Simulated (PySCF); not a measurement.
C2H9AsGa (SMILES [CH3][Ga+]([CH3])<-[AsH3]), charge +1, singlet, at a GFN2-xTB geometry (such geometries of metal compounds can be far from the true shape); CASSCF(4,4)+NEVPT2/STO-3G in PySCF.

Here is a job for PySCF.
```python
from pyscf import gto, scf, mcscf, mrpt
import numpy

mol = gto.Mole()
mol.atom = '''
    Ga   -0.054757    1.187686    0.321294
    C     1.495773    1.866511   -0.826408
    H     2.402937    1.320110   -0.547926
    H     1.647737    2.938363   -0.669458
    H     1.262598    1.677359   -1.879374
    C    -1.630718    1.022691    1.614309
    H    -2.503964    0.663346    1.060030
    H    -1.856597    1.991414    2.069499
    H    -1.369177    0.300172    2.394468
    As    0.079321   -1.684680   -0.459582
    H     0.545156   -2.740786    0.478920
    H     0.882981   -2.237026   -1.581905
    H    -1.122113   -2.472000   -0.845570
'''
mol.basis = 'sto-3g'
mol.charge = 1
mol.spin = 0
mol.verbose = 4
mol.build()

mf = scf.RHF(mol)
mf.kernel()
mc = mcscf.CASSCF(mf, 4, 4)
mc.fix_spin_(ss=0.0)
mc.kernel()
occ = numpy.linalg.eigvalsh(mc.fcisolver.make_rdm1(mc.ci, mc.ncas, mc.nelecas))[::-1]
ss = mc.fcisolver.spin_square(mc.ci, mc.ncas, mc.nelecas)[0]
print('natural occupations', occ.round(4), ' <S^2>', round(ss, 4))
e2 = mrpt.NEVPT(mc).kernel()
print('E(NEVPT2) = %.10f' % (mc.e_tot + e2))
```

What the program printed (banner, timings and long lists left out):

```
PySCF version 2.14.0

[INPUT] verbose = 4
[INPUT] num. atoms = 13
[INPUT] num. electrons = 84
[INPUT] charge = 1
[INPUT] spin (= nelec alpha-beta = 2S) = 0
[INPUT] symmetry False subgroup None
[INPUT] Mole.unit = angstrom
[INPUT] Symbol           X                Y                Z      unit          X                Y                Z       unit  Magmom
[...]
nuclear repulsion = 479.151494230895
number of shells = 31
number of NR pGTOs = 165
number of NR cGTOs = 55
basis = sto-3g
ecp = {}

******** <class 'pyscf.scf.hf.RHF'> ********
method = RHF
initial guess = minao
damping factor = 0
level_shift factor = 0
DIIS = <class 'pyscf.scf.diis.CDIIS'>
diis_start_cycle = 1
diis_space = 8
diis_damp = 0
SCF conv_tol = 1e-09
SCF conv_tol_grad = None
SCF max_cycles = 50
direct_scf = True
direct_scf_tol = 1e-13
Set gradient conv threshold to 3.16228e-05
Initial guess from minao.
init E= -4184.4103278257
[...]
cycle= 1 E= -4189.90281434084  delta_E= -5.49  |g|= 0.552  |ddm|= 3.74
[...]
cycle= 2 E= -4190.06038310276  delta_E= -0.158  |g|= 0.124  |ddm|= 1.24
[...]
cycle= 3 E= -4190.06604391877  delta_E= -0.00566  |g|= 0.0312  |ddm|= 0.203
[...]
cycle= 4 E= -4190.06675431991  delta_E= -0.00071  |g|= 0.013  |ddm|= 0.0882
[...]
cycle= 5 E= -4190.06684057759  delta_E= -8.63e-05  |g|= 0.00189  |ddm|= 0.0321
[...]
cycle= 6 E= -4190.06684510402  delta_E= -4.53e-06  |g|= 0.000831  |ddm|= 0.00705
[...]
cycle= 7 E= -4190.06684657131  delta_E= -1.47e-06  |g|= 0.000465  |ddm|= 0.00448
[...]
cycle= 8 E= -4190.06684734199  delta_E= -7.71e-07  |g|= 0.000145  |ddm|= 0.00484
[...]
cycle= 9 E= -4190.06684741434  delta_E= -7.23e-08  |g|= 4.58e-05  |ddm|= 0.00171
[...]
cycle= 10 E= -4190.06684741958  delta_E= -5.25e-09  |g|= 2.85e-05  |ddm|= 0.000251
[...]
cycle= 11 E= -4190.06684742259  delta_E= -3e-09  |g|= 1.38e-05  |ddm|= 0.000239
[...]
cycle= 12 E= -4190.06684742334  delta_E= -7.53e-10  |g|= 6.73e-06  |ddm|= 0.000133
[...]
Extra cycle  E= -4190.06684742341  delta_E= -7.09e-11  |g|= 5.23e-06  |ddm|= 2.12e-05
converged SCF energy = -4190.06684742341

******** <class 'pyscf.mcscf.mc1step.CASSCF'> ********
CAS (2e+2e, 4o), ncore = 40, nvir = 11
max_cycle_macro = 50
max_cycle_micro = 4
conv_tol = 1e-07
conv_tol_grad = None
orbital rotation max_stepsize = 0.02
orbital rotation threshold for CI restart = 0.01
augmented hessian ah_max_cycle = 30
augmented hessian ah_conv_tol = 1e-12
augmented hessian ah_linear dependence = 1e-14
augmented hessian ah_level shift = 1e-08
[...]
CASCI E = -4190.06984457918  S^2 = 0.0000000
CASSCF energy = -4190.14630353574
CASCI E = -4190.14630353574  E(CI) = -5.30332653240021  S^2 = 0.0000000
[...]
3 H 1s           0.05036  -0.00181  -0.00132   0.02489
4 H 1s           0.06140   0.06796   0.04923   0.03073
5 C 1s           0.00002  -0.00000  -0.00000   0.00087
5 C 2s           0.03297   0.00004   0.00005  -0.09285
5 C 2px          0.09186  -0.01976  -0.02972  -0.19326
5 C 2py          0.02380   0.00562   0.00842  -0.03451
5 C 2pz         -0.07218  -0.02356  -0.03534   0.15535
6 H 1s          -0.02534   0.04951   0.06860   0.03644
7 H 1s          -0.00262  -0.00146  -0.00202   0.01076
8 H 1s          -0.02599  -0.04807  -0.06660   0.03701
9 As 1s         -0.00008   0.00000   0.00000   0.00008
9 As 2s          0.00064  -0.00000  -0.00000  -0.00073
9 As 3s          0.00114   0.00000   0.00000  -0.00088
9 As 4s          0.07159  -0.00006  -0.00007  -0.07146
9 As 2px         0.00000   0.00000   0.00000   0.00000
9 As 2py         0.00018   0.00000   0.00000  -0.00020
9 As 2pz         0.00004   0.00000   0.00000  -0.00005
9 As 3px        -0.00022   0.00013   0.00013   0.00003
9 As 3py        -0.00272  -0.00004  -0.00004   0.00299
9 As 3pz        -0.00042   0.00015   0.00015   0.00065
9 As 4px        -0.00427   0.00868   0.00875   0.01033
9 As 4py         0.09246  -0.00218  -0.00221  -0.08850
9 As 4pz         0.02383   0.01041   0.01045  -0.02781
9 As 3dxy        0.00182  -0.00349  -0.00350  -0.00153
9 As 3dyz       -0.00006  -0.00403  -0.00405  -0.00040
9 As 3dz^2      -0.00239   0.00004   0.00004   0.00261
9 As 3dxz        0.00141   0.00019   0.00019  -0.00145
9 As 3dx2-y2    -0.00304  -0.00179  -0.00180   0.00346
10 H 1s         -0.02287  -0.02989  -0.02996   0.02368
11 H 1s         -0.00667   0.00623   0.00624   0.00553
12 H 1s         -0.02815   0.02341   0.02348   0.02957
<CAS-nat-orb|mo-hf>  41     33      -0.48260035
<CAS-nat-orb|mo-hf>  41     40      -0.72148043
<CAS-nat-orb|mo-hf>  42     36      -0.70044366
<CAS-nat-orb|mo-hf>  42     43       0.70432636
<CAS-nat-orb|mo-hf>  43     36       0.69809580
<CAS-nat-orb|mo-hf>  43     43       0.70701028
<CAS-nat-orb|mo-hf>  44     45       0.83715625
<CAS-nat-orb|mo-hf>  44     49       0.44672274
Sr    (-1)',   E = -0.00032841228063
Si    (+1)',   E = -0.00168761979245
Sijrs (0)  ,   E = -0.13368799326481
Sijr  (+1) ,   E = -0.00908216914811
Srsi  (-1) ,   E = -0.00496828670722
Srs   (-2) ,   E = -0.00065961516794
Sij   (+2) ,   E = -0.00142738694575
Sir   (0)' ,   E = -0.01381323560697
Nevpt2 Energy = -0.165654718913878
E(NEVPT2) = -4190.3119582547
```
